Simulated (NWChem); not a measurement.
System: BCl2F; SMILES ClB(Cl)F

Here is an NWChem input.

```
start job
memory heap 200 mb stack 900 mb global 1100 mb
geometry units angstroms noautoz
  B      0.000000     0.000000    -0.348930
  F      0.000000     0.000000    -1.659552
  Cl     1.520975     0.000000     0.501866
  Cl    -1.520975     0.000000     0.501866
end
basis spherical
  * library def2-svpd
end
dft
  xc xpbe96 cpbe96
  iterations 150
end
tddft
  cis
  nroots 6
  notriplet
end
task tddft energy
```

Output (shortened):

```
             Northwest Computational Chemistry Package (NWChem) 7.3.0
             --------------------------------------------------------

 C2V symmetry detected

                             Geometry "geometry" -> ""
                             -------------------------

 Output coordinates in angstroms (scale by  1.889725989 to convert to a.u.)

  No.       Tag          Charge          X              Y              Z
 ---- ---------------- ---------- -------------- -------------- --------------
    1 B                    5.0000     0.00000000     0.00000000    -0.35690554
    2 F                    9.0000     0.00000000     0.00000000    -1.66752754
    3 Cl                  17.0000     1.52097500     0.00000000     0.49389046
    4 Cl                  17.0000    -1.52097500     0.00000000     0.49389046

 Effective nuclear repulsion energy (a.u.)     181.3313094104

      Symmetry information
      --------------------

 Group name             C2v
 Group number             16
 Group order               4
 No. of unique centers     3

  pbe96 is a nonlocal functional; adding pw91lda local functional.

                                 NWChem DFT Module
                                 -----------------

 Summary of "ao basis" -> "ao basis" (spherical)
 ------------------------------------------------------------------------------
       Tag                 Description            Shells   Functions and Types
 ---------------- ------------------------------  ------  ---------------------
 B                         def2-svpd                 8       20   4s2p2d
 F                         def2-svpd                 9       23   4s3p2d
 Cl                        def2-svpd                11       27   5s4p2d

      Symmetry analysis of basis
      --------------------------

        a1         40
        a2         12
        b1         28
        b2         17

            General Information
            -------------------
          SCF calculation type: DFT
          Wavefunction type:  closed shell.
          No. of atoms     :     4
          No. of electrons :    48
           Alpha electrons :    24
            Beta electrons :    24
          Charge           :     0
          Spin multiplicity:     1
          Use of symmetry is: off; symmetry adaption is: on
          Maximum number of iterations: 150
          AO basis - number of functions:    97
                     number of shells:    39
          Convergence on energy requested:  1.00D-06
          Convergence on density requested:  1.00D-05
          Convergence on gradient requested:  5.00D-04

              XC Information
              --------------
          PerdewBurkeErnzerhof Exchange Functional  1.000
            Perdew 1991 LDA Correlation Functional  1.000 local
           PerdewBurkeErnz. Correlation Functional  1.000 non-local

             Grid Information
             ----------------
          Grid used for XC integration:  medium
          Radial quadrature: Mura-Knowles
          Angular quadrature: Lebedev.
          Tag              B.-S. Rad. Rad. Pts. Rad. Cut. Ang. Pts.
          ---              ---------- --------- --------- ---------
          B                   0.85       49          10.0       434
          F                   0.50       49          11.0       434
          Cl                  1.00       88          12.0       590
          Grid pruning is: on
          Number of quadrature shells:   274
          Spatial weights used:  Erf1

      Superposition of Atomic Density Guess
      -------------------------------------

 Sum of atomic energies:       -1042.46057151

      Non-variational initial energy
      ------------------------------

 Total energy =   -1043.544896
 1-e energy   =   -1801.673669
 2-e energy   =     576.797464
 HOMO         =      -0.426579
 LUMO         =       0.045276

      Symmetry analysis of molecular orbitals - initial
      -------------------------------------------------

  Numbering of irreducible representations:

     1 a1          2 a2          3 b1          4 b2

  Orbital symmetries:

     1 b1          2 a1          3 a1          4 a1          5 b1
     6 a1          7 b1          8 a1          9 b2         10 b1
    11 a2         12 a1         13 a1         14 a1         15 b1
    16 a1         17 b1         18 b2         19 a1         20 b1
    21 b2         22 a1         23 a2         24 b1         25 a1
    26 b2         27 b1         28 a1         29 b2         30 a1
    31 b1         32 a2         33 a1         34 a1

   convergence    iter        energy       DeltaE   RMS-Dens  Diis-err
 ---------------- ----- ----------------- --------- --------- ---------
 d= 0,ls=0.0,diis     1  -1044.2582235082 -1.23D+03  1.88D-02  9.25D-01
 d= 0,ls=0.0,diis     2  -1044.0531507009  2.05D-01  1.18D-02  2.99D+00
 d= 0,ls=0.0,diis     3  -1044.3582689253 -3.05D-01  2.12D-03  4.93D-02
 d= 0,ls=0.0,diis     4  -1044.3592326644 -9.64D-04  1.41D-03  2.71D-02
 d= 0,ls=0.0,diis     5  -1044.3621397473 -2.91D-03  2.88D-04  9.34D-04
  Resetting Diis
 d= 0,ls=0.0,diis     6  -1044.3622714978 -1.32D-04  3.46D-05  1.36D-05
 d= 0,ls=0.0,diis     7  -1044.3622730867 -1.59D-06  1.63D-05  9.57D-07
 d= 0,ls=0.0,diis     8  -1044.3622730579  2.88D-08  8.51D-06  1.43D-06

         Total DFT energy =    -1044.362273057931
      One electron energy =    -1802.862354982989
           Coulomb energy =      647.656394662880
    Exchange-Corr. energy =      -70.487622148249
 Nuclear repulsion energy =      181.331309410426

 Numeric. integr. density =       47.999997962057

                  Occupations of the irreducible representations
                  ----------------------------------------------

                     irrep           alpha         beta
                     --------     --------     --------
                     a1               11.0         11.0
                     a2                2.0          2.0
                     b1                8.0          8.0
                     b2                3.0          3.0

                       DFT Final Molecular Orbital Analysis
                       ------------------------------------

 Vector   22  Occ=2.000000D+00  E=-3.298872D-01  Symmetry=a1
              MO Center=  1.4D-16, -6.3D-25,  4.3D-01, r^2= 3.3D+00
   Bfn.  Coefficient  Atom+Function         Bfn.  Coefficient  Atom+Function
  ----- ------------  ---------------      ----- ------------  ---------------
    57      0.395272  3 Cl pz                84      0.395272  4 Cl pz
    54      0.317879  3 Cl pz                81      0.317879  4 Cl pz
    51      0.183265  3 Cl pz                78      0.183265  4 Cl pz
    27     -0.134580  2 F  pz                55     -0.129773  3 Cl px
    82      0.129773  4 Cl px                52     -0.095895  3 Cl px

 Vector   23  Occ=2.000000D+00  E=-3.166667D-01  Symmetry=a2
              MO Center=  3.4D-17,  2.5D-20,  4.6D-01, r^2= 3.4D+00
   Bfn.  Coefficient  Atom+Function         Bfn.  Coefficient  Atom+Function
  ----- ------------  ---------------      ----- ------------  ---------------
    56      0.439097  3 Cl py                83     -0.439097  4 Cl py
    53      0.350620  3 Cl py                80     -0.350620  4 Cl py
    50      0.201107  3 Cl py                77     -0.201107  4 Cl py
    59      0.072643  3 Cl py                86     -0.072643  4 Cl py
    11      0.034814  1 B  d -2

 Vector   24  Occ=2.000000D+00  E=-2.969080D-01  Symmetry=b1
              MO Center=  3.5D-12, -1.1D-21,  4.1D-01, r^2= 3.6D+00
   Bfn.  Coefficient  Atom+Function         Bfn.  Coefficient  Atom+Function
  ----- ------------  ---------------      ----- ------------  ---------------
    57      0.361397  3 Cl pz                84     -0.361397  4 Cl pz
    54      0.285544  3 Cl pz                81     -0.285544  4 Cl pz
    55     -0.262662  3 Cl px                82     -0.262662  4 Cl px
    52     -0.212603  3 Cl px                79     -0.212603  4 Cl px
    51      0.163256  3 Cl pz                78     -0.163256  4 Cl pz

 Vector   25  Occ=0.000000D+00  E=-8.090975D-02  Symmetry=b2
              MO Center= -3.3D-09, -4.7D-09, -1.5D-01, r^2= 2.6D+00
   Bfn.  Coefficient  Atom+Function         Bfn.  Coefficient  Atom+Function
  ----- ------------  ---------------      ----- ------------  ---------------
     6      0.665329  1 B  py                 9     -0.396187  1 B  py
    56      0.255106  3 Cl py                83      0.255106  4 Cl py
    26     -0.246445  2 F  py                29      0.194239  2 F  py
    53      0.173108  3 Cl py                80      0.173108  4 Cl py
    32      0.154069  2 F  py                66      0.105961  3 Cl d -2

[...]

                                NWChem TDDFT Module
                                -------------------

            General Information
            -------------------
           No. of orbitals :     194
            Alpha orbitals :      97
             Beta orbitals :      97
        Alpha frozen cores :       0
         Beta frozen cores :       0
     Alpha frozen virtuals :       0
      Beta frozen virtuals :       0
         Spin multiplicity :       1
    Number of AO functions :      97
        Use of symmetry is : off
      Symmetry adaption is : on
         Schwarz screening :  0.10D-07

              XC Information
              --------------
   PerdewBurkeErnzerhof Exchange Functional   1.00
     Perdew 1991 LDA Correlation Functional   1.00 local
    PerdewBurkeErnz. Correlation Functional   1.00 non-local

             TDDFT Information
             -----------------
          Calculation type : Tamm-Dancoff TDDFT
         Wavefunction type : Restricted singlets
          No. of electrons :      48
           Alpha electrons :      24
            Beta electrons :      24
              No. of roots :       6
          Max subspacesize :    5200
            Max iterations :     100
               Target root :       1
           Target symmetry : none
      Symmetry restriction : off
                 Algorithm : Optimal
        Davidson threshold :  0.10D-03

    6 smallest eigenvalue differences (eV)
--------------------------------------------------------
  No. Spin  Occ  Vir  Irrep   E(Occ)    E(Vir)   E(Diff)
--------------------------------------------------------
    1    1   24   25 a2       -0.297    -0.081     5.878
    2    1   23   25 b1       -0.317    -0.081     6.415
    3    1   22   25 b2       -0.330    -0.081     6.775
    4    1   21   25 a1       -0.345    -0.081     7.182
    5    1   24   26 b1       -0.297    -0.024     7.435
    6    1   20   25 a2       -0.368    -0.081     7.807
--------------------------------------------------------

  Entering Davidson iterations
  Restricted singlet excited states

  Iter   NTrls   NConv    DeltaV     DeltaE      Time
  ----  ------  ------  ---------  ---------  ---------
    1      6       0     0.19E+00   0.10+100        4.6
    2     12       0     0.42E-01   0.35E-01        4.3
    3     18       1     0.24E-01   0.55E-02        3.1
    4     23       2     0.15E-01   0.42E-02        2.7
    5     27       5     0.57E-03   0.27E-03        2.8
    6     28       6     0.45E-04   0.31E-06        1.9
  ----  ------  ------  ---------  ---------  ---------
  Convergence criterion met

  Ground state a1      -1044.362273057931 a.u.

  ----------------------------------------------------------------------------
  Root   1 singlet a2             0.218740963 a.u.                5.9522 eV
  ----------------------------------------------------------------------------
     Transition Moments    X -0.00000   Y  0.00000   Z -0.00000
     Dipole Oscillator Strength                    0.0000000000
     Electric Quadrupole                           0.0000000067
     Magnetic Dipole                               0.0000002364
     Total Oscillator Strength                     0.0000002432

     Occ.   24  b1  ---  Virt.   25  b2       0.99976
  ----------------------------------------------------------------------------
  Root   2 singlet b2             0.251293538 a.u.                6.8380 eV
  ----------------------------------------------------------------------------
     Transition Moments    X -0.00000   Y  0.05832   Z  0.00000
     Dipole Oscillator Strength                    0.0005697138
     Electric Quadrupole                           0.0000000095
     Magnetic Dipole                               0.0000006449
     Total Oscillator Strength                     0.0005703682

     Occ.   22  a1  ---  Virt.   25  b2      -0.99952
  ----------------------------------------------------------------------------
  Root   3 singlet b1             0.264324954 a.u.                7.1927 eV
  ----------------------------------------------------------------------------
     Transition Moments    X  0.96974   Y  0.00000   Z  0.00000
     Dipole Oscillator Strength                    0.1657119011
     Electric Quadrupole                           0.0000002261
     Magnetic Dipole                               0.0000000866
     Total Oscillator Strength                     0.1657122138

     Occ.   20  b1  ---  Virt.   26  a1      -0.09569
     Occ.   20  b1  ---  Virt.   27  a1       0.10000
     Occ.   23  a2  ---  Virt.   25  b2      -0.94170
     Occ.   23  a2  ---  Virt.   30  b2      -0.08769
     Occ.   24  b1  ---  Virt.   26  a1      -0.18707
     Occ.   24  b1  ---  Virt.   27  a1       0.11690
     Occ.   24  b1  ---  Virt.   29  a1      -0.08625
     Occ.   24  b1  ---  Virt.   37  a1       0.08928
  ----------------------------------------------------------------------------
  Root   4 singlet b1             0.276470182 a.u.                7.5231 eV
  ----------------------------------------------------------------------------
     Transition Moments    X -0.53999   Y -0.00000   Z  0.00000
     Dipole Oscillator Strength                    0.0537440190
     Electric Quadrupole                           0.0000000711
     Magnetic Dipole                               0.0000007212
     Total Oscillator Strength                     0.0537448113

     Occ.   23  a2  ---  Virt.   25  b2       0.16379
     Occ.   24  b1  ---  Virt.   26  a1      -0.97699
     Occ.   24  b1  ---  Virt.   27  a1      -0.11152
  ----------------------------------------------------------------------------
  Root   5 singlet a2             0.292383314 a.u.                7.9562 eV
  ----------------------------------------------------------------------------
     Transition Moments    X -0.00000   Y -0.00000   Z  0.00000
     Dipole Oscillator Strength                    0.0000000000
     Electric Quadrupole                           0.0000000692
     Magnetic Dipole                               0.0000030625
     Total Oscillator Strength                     0.0000031317

     Occ.   20  b1  ---  Virt.   25  b2      -0.99110
     Occ.   23  a2  ---  Virt.   26  a1      -0.10145
  ----------------------------------------------------------------------------
  Root   6 singlet a2             0.294600735 a.u.                8.0165 eV
  ----------------------------------------------------------------------------
     Transition Moments    X  0.00000   Y  0.00000   Z -0.00000
     Dipole Oscillator Strength                    0.0000000000
     Electric Quadrupole                           0.0000007591
     Magnetic Dipole                               0.0000023659
     Total Oscillator Strength                     0.0000031250

     Occ.   20  b1  ---  Virt.   25  b2      -0.10362
     Occ.   23  a2  ---  Virt.   26  a1       0.99349

              Target root =      1
          Target symmetry = none
      Ground state energy =  -1044.362273057931
        Excitation energy =      0.218740963162
     Excited state energy =  -1044.143532094769

  stored tddft:energy   -1044.1435320947687
```

Level: PBE/def2-SVPD, TDA. Geometry: optimised at PBE0/def2-SVP.
